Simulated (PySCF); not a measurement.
C2H10FNSi2, SMILES NC[SiH2]C[SiH2]F.

The structure is a stationary point at B3LYP-D3(BJ)/def2-SVP. This is a generated structure with no PubChem entry under its InChIKey; it may be hypothetical. Other conformers were not sampled.

Two levels are set side by side: TDA-PBE/def2-SVPD (PySCF) and TDA-PBE0/def2-SVPD (PySCF). Vertical, same geometry. The lowest singlet is HOMO→LUMO 100 % with PBE and HOMO→LUMO+2 91 % with the other functional; states are paired by order. Differences are taken from unrounded values.

```csv
quantity,TDA-PBE
lowest singlet excitation (eV),4.97
lowest triplet excitation (TDA) (eV),4.92
```

Problem. These are the TDA-PBE values. What does TDA-PBE0 give? (Estimate from the structure and the level; the computed values follow.)

Solution. 
```json
[
 {"quantity": "lowest singlet excitation (eV)", "TDA-PBE0": "6.09", "TDA-PBE minus TDA-PBE0": "-1.12"},
 {"quantity": "lowest triplet excitation (TDA) (eV)", "TDA-PBE0": "5.78", "TDA-PBE minus TDA-PBE0": "-0.87"}
]
```

A lower first singlet is the usual sign of a functional without exact exchange. Differences between two approximate levels are no errors against the true value.

Rough cost on one machine, each run with all the roots and properties that it gave: TDA-PBE0 against TDA-PBE about 3 times.
